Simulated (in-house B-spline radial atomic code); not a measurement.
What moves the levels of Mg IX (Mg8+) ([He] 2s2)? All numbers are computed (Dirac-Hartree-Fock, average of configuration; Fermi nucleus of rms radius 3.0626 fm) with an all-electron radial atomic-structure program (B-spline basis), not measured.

Baseline run (computed): total energy -162.2764 hartree, 1s1/2 at -60.5963 hartree, 2s1/2 at -324.28 eV with <r> = 0.5733 bohr.

Changing the nucleus:

| nucleus | ΔE (eV) |
| --- | --- |
| Fermi nucleus of rms radius 3.1107 fm, A = 30 | 8.67e-05 |
| Fermi nucleus of rms radius 3.1486 fm, A = 31 | 0.000156 |
| Fermi nucleus of rms radius 3.1861 fm, A = 32 | 0.000225 |

A larger nucleus binds the electrons less, roughly as the density at the nucleus times the change of the nuclear <r²>. The reference is A = 21.
